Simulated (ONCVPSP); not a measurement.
**Potentials for tellurium (Te) compared**

Generated with ld1.x 7.5 (TM, RRKJ, ultrasoft, PAW), atompaw 4.2 or ONCVPSP 4.0.1. The cutoff is in Ry: for ld1.x and atompaw files where the sum of valence levels is converged to 10 mRy in a Bessel basis, for ONCV files where the hardest occupied wave has 1 mHa per electron of residual kinetic energy. The error is the largest all-electron minus pseudo excitation energy over each file’s own four to seven test configurations (ionisations up to +4, promotions, holes and added fractions of an electron), all of which were solved. The labels leave out finer settings (local radius, basis sizes, second energies), which also bear on the numbers. Spin-polarised tests are not counted. The rows are a selection from randomly drawn settings: files with unsolved tests, undetermined cutoffs or missed reference levels are left out.

A true bound ghost makes a file unfit for plane-wave use even where its test errors are small: the radial tests pick states by their node count and pass the ghost by.

| potential | cutoff (Ry) | largest error (meV) | bound ghosts |
| --- | --- | --- | --- |
| ONCV, PBE, scalar-relativistic, rc 1.30/1.40/1.30 (spd), local smoothed, core correction no, reference 4s2 4p6 4d10 5s2 5p4, qcut 10.4/10.9/12.1, projectors 2/3/2 | 101 | -129 | none |
| ONCV, PBEsol, scalar-relativistic, rc 1.25/1.15/1.05 (spd), local d, core correction yes, reference 4s2 4p6 4d10 5s2 5p4, qcut 8.1/10.7/9.3, projectors 3/3/0 | 136 | -12 | none |
| ONCV, PBE, scalar-relativistic, rc 1.90/2.25 (sp), local smoothed, core correction yes, reference 5s1 5p5, qcut 3.2/3, projectors 2/2 | 53 | -19 | none |
| ONCV, PBEsol, non-relativistic, rc 1.80/2.00 (sp), local s, core correction yes, reference 5s1 5p5, qcut 3.8/3.8, projectors 0/2 | 75 | -6.2 | none |
| ONCV, PBE, fully relativistic, rc 1.00/1.55/1.55 (spd), local smoothed, core correction yes, reference 4s2 4p6 4d10 5s2 5p3.5, qcut 10.3/9.1/11.4, projectors 2/2/2 | 99 | +37 | none |
| ONCV, PBE, fully relativistic, rc 1.90/2.10 (sp), local smoothed, core correction yes, reference 5s1 5p5, qcut 3.2/4.5, projectors 1/1 | 48 | -116 | none |

**Question.** Fill in the row for Te: ONCV, PBE, scalar-relativistic, rc 1.50/1.90/1.25 (spd), local smoothed, core correction no, reference 4d10 5s2 5p2.5, qcut 4.2/5.2/14.2, projectors 2/2/3.

**Answer.** cutoff 134 Ry, largest error +5.1 meV, bound ghosts: s, p.
